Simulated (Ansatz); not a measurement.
Basis-set extrapolation for `BN(C)CC` (PBE0-D4/def2-TZVP geometry, frozen core, Ansatz). Multiplicity 1, RHF reference.

```json
{"": "HF", "def2-TZVPP": "-198.654140", "def2-QZVPP": "-198.663971"}
{"": "MP2 correlation", "def2-TZVPP": "-0.849854", "def2-QZVPP": "-0.903788"}
{"": "CCSD(T) correlation", "def2-TZVPP": "-0.939178", "def2-QZVPP": "not run"}
```

Energies in hartree. Use E(X) = E(∞) + A·exp(−7.88·√X) for Hartree–Fock and E(X) = E(∞) + B·X^(−2.97) for correlation, with X = 3 and 4, and add CCSD(T) minus MP2 of the smaller set to the MP2 limit.

Task: What is the CCSD(T) energy at the basis-set limit?

Result: HF limit: -198.663971 + (-0.009831) × 0.13774 = -198.66533. MP2 limit: -0.903788 + (-0.053934) × 0.74074 = -0.94374. Higher-order term: -0.939178 − (-0.849854) = -0.08932. Total: -199.69839 hartree, 275.9 kJ/mol below CCSD(T)/def2-TZVPP.
